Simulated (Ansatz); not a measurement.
Ideal-gas functions of CH₄BClO (`COBCl`) at 400 K and 1 bar, from an Ansatz frequency run at PBE0-D4/def2-TZVP.

Molar mass 78.31 g/mol, point group Cs (symmetry number 1), electronic degeneracy 1, moments of inertia 11.383, 202.288, 210.491 u Å². Harmonic wavenumbers (cm⁻¹, unscaled): 129, 168, 251, 392, 838, 863, 1017, 1120, 1187, 1197, 1391, 1488, 1493, 1507, 2633, 3048, 3132, 3140.

Use S(trans) = R[1.5 ln M + 2.5 ln T − 1.1517]; rotational temperatures θ = 24.2544 K / I; S(rot) = R[ln(√π/σ · √(T³/θAθBθC)) + 1.5]; for each mode x = 1.438777 ν̃/T, S = R[x/(eˣ − 1) − ln(1 − e⁻ˣ)] and H = RT x/(eˣ − 1); 1 cm⁻¹ = 0.0119627 kJ/mol; R = 8.31446 J/(mol·K).

Q: By hand: the entropy, in J/(mol·K).

A: Translation 169.3. Rotation: θ = 2.1308, 0.1199, 0.1152 K, giving 106.6. Vibration, mode by mode: 14.77, 12.63, 9.44, 6.11, 1.71, 1.59, 1.02, 0.76, 0.62, 0.60, 0.34, 0.25, 0.25, 0.24, 0.01, 0.00, 0.00, 0.00, in all 50.3. Electronic 0.0. Sum 326.2 J/(mol·K).

Q: By hand: H − E and G − E in kJ/mol, counted from the electronic energy.

A: Zero-point energy ½ × 24994 × 0.0119627 = 149.5; thermal vibration 10.9; translation, rotation and pV give 4 RT = 13.3. H − E = 173.7 kJ/mol, and G − E = 173.7 − 400 × 326.2/1000 = 43.2 kJ/mol.

Vibration gives 15 % of the entropy, 14.8 J/(mol·K) of it from the mode under 150 cm⁻¹: soft modes count most, and the harmonic formula is weakest for them. The sum counts one conformer and one mirror image; others add a mixing term.
